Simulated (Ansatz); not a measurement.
Input file for Ansatz (an electronic-structure program): U-B2PLYP/def2-TZVPP on B, 2S+1 = 2, a spin state set in the input, which need not be the lowest.

Ansatz 0.2 input:
```yaml
crystal:
  periodic: [false, false, false]
  atoms:
    - {symbol: B, position_ang: [0.00000000, 0.00000000, 0.00000000]}
basis:
  gaussian:
    orbitals: def2-TZVPP
hamiltonian:
  xc: {name: B2PLYP}
magnetization: {spin_polarized: true, initial_magnetization: 1}
correlation: {electrons: valence}
scf: {lower_state_search: full}
```

Output:

```
Functional definition: B2PLYP
[...]
integrals: 0.00 GiB planned
190 factors; integrals over basis functions are off by at most 9.3e-5 eV
mean field: 0.06 GiB planned
mean field evaluation 1: about -669.8094 eV, gradient 3.1e0 eV
mean field evaluation 2: about -669.8096 eV, gradient 3.1e0 eV
mean field evaluation 4: about -669.9452 eV, gradient 7.8e-2 eV
mean field evaluation 8: about -669.9453 eV, gradient 3.6e-3 eV
mean field evaluation 16: about -669.3646 eV, gradient 4.7e0 eV
mean field evaluation 32: about -669.9449 eV, gradient 1.2e-1 eV
mean field -669.94530267 eV, -24.6200357679 hartree, gradient 2.7e-6 eV, S^2 0.755676; 2 other end points of the search recorded, 0 dependent functions left out
1 core orbitals not correlated
reference -669.94539979 eV, -24.6200393371 hartree; 2, 1 occupied and 28, 29 virtual orbitals, 190 factors
second order -1.55359595 eV of doubles, -0.00000000 eV of singles
Total energy: -670.36487070 eV, -24.6354546086 hartree
```

The run converged.

Cost: roughly 0.5 core-seconds.
